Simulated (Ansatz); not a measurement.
Job for Ansatz (a quantum-chemistry and plane-wave program): R-CCSD(T)/aug-cc-pVTZ on H2 (SMILES [H][H]).

Ansatz 0.2 input:
```yaml
crystal:
  periodic: [false, false, false]
  atoms:
    - {symbol: H, position_ang: [0.55928873, 0.09532266, 3.02001985]}
    - {symbol: H, position_ang: [0.77681887, 0.13251333, 3.73133305]}
basis:
  gaussian:
    orbitals: aug-cc-pVTZ
magnetization: {spin_polarized: false}
correlation: {method: ccsd_t, electrons: outside_noble_gas}
scf: {lower_state_search: off}
```

The log:

```
WARN ansatz: RAYON_NUM_THREADS=2 ignored (pool sized by the plan → 2); use --threads N
Functional definition: HF
these checks for a lower state are left out or cut short: stability, starts, cluster_reference, orbital_swaps, neighbouring_geometries, increment
integrals: 0.01 GiB planned
236 factors; integrals over basis functions are off by at most 1.7e-3 eV
mean field: 0.04 GiB planned
mean field evaluation 1: about -30.7399 eV, gradient 3.6e0 eV
mean field evaluation 2: about -30.7397 eV, gradient 3.6e0 eV
mean field evaluation 4: about -30.8300 eV, gradient 6.6e-2 eV
mean field evaluation 8: about -30.8300 eV, gradient 1.7e-7 eV
mean field -30.82999019 eV, -1.1329812422 hartree, gradient 1.7e-7 eV, S^2 0.000000; 0 other end points of the search recorded, 0 dependent functions left out
reference -30.82999019 eV, -1.1329812422 hartree; 1, 1 occupied and 45, 45 virtual orbitals, 236 factors
second order -0.87089851 eV of doubles, -0.00000000 eV of singles
coupled cluster: 0.06 GiB planned
cycle   1  -1.01323897 eV  change   -1.4e-1 eV  update   2.6e-2
cycle   2  -1.07830841 eV  change   -6.5e-2 eV  update   9.1e-3
cycle   3  -1.07893691 eV  change   -6.3e-4 eV  update   1.1e-3
cycle   4  -1.07904313 eV  change   -1.1e-4 eV  update   1.6e-4
cycle   5  -1.07899594 eV  change    4.7e-5 eV  update   2.9e-5
cycle   6  -1.07899199 eV  change    4.0e-6 eV  update   5.6e-6
cycle   7  -1.07899392 eV  change   -1.9e-6 eV  update   1.1e-6
perturbative correction -0.00000000 eV, -0.0000000000 hartree
Total energy: -31.90898411 eV, -1.1726335374 hartree
Checks for a lower state left out: stability, starts, cluster_reference, orbital_swaps, neighbouring_geometries, increment
```

Self-consistency was reached.

Cost: very roughly 0.4 core-seconds.
